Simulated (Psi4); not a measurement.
Process, species as SMILES: N#P (N-P) + H+ → [NH+]#P
B3LYP-D3(BJ)/def2-TZVP geometries, fixed; electronic energies without zero-point terms; positive where energy is released.
Largest species:
```
N
H 1 1.0147
P 1 1.4549 2 180.00
```
Charge +1, spin multiplicity 1.

Effect of the grid (radial, spherical points) at wB97X-V/cc-pV(T+d)Z with Psi4, against the last row, where the proton affinity is 199.94 kcal/mol. The proton sits at the site shown, which need not be the one that binds it best.

```json
[
 {"setting": "grid: 35, 110", "grid points, largest species": "11255", "largest shift of a total energy (mEh)": "0.089", "shift of the proton affinity (kcal/mol)": "0.000"},
 {"setting": "grid: 50, 194", "grid points, largest species": "28090", "largest shift of a total energy (mEh)": "0.046", "shift of the proton affinity (kcal/mol)": "0.000"},
 {"setting": "grid: 75, 302", "grid points, largest species": "64679", "largest shift of a total energy (mEh)": "0.000", "shift of the proton affinity (kcal/mol)": "0.000"},
 {"setting": "grid: 99, 590", "grid points, largest species": "166320", "largest shift of a total energy (mEh)": "0.000", "shift of the proton affinity (kcal/mol)": "0.000"},
 {"setting": "grid: 150, 974", "grid points, largest species": "414409", "largest shift of a total energy (mEh)": "0.000", "shift of the proton affinity (kcal/mol)": "0.000"}
]
```

Within 0.02 kcal/mol in the proton affinity: grid: 35, 110; grid: 50, 194; grid: 75, 302; grid: 99, 590. The largest shift is 0.089 mEh in a total energy and 0.000 kcal/mol in the difference.
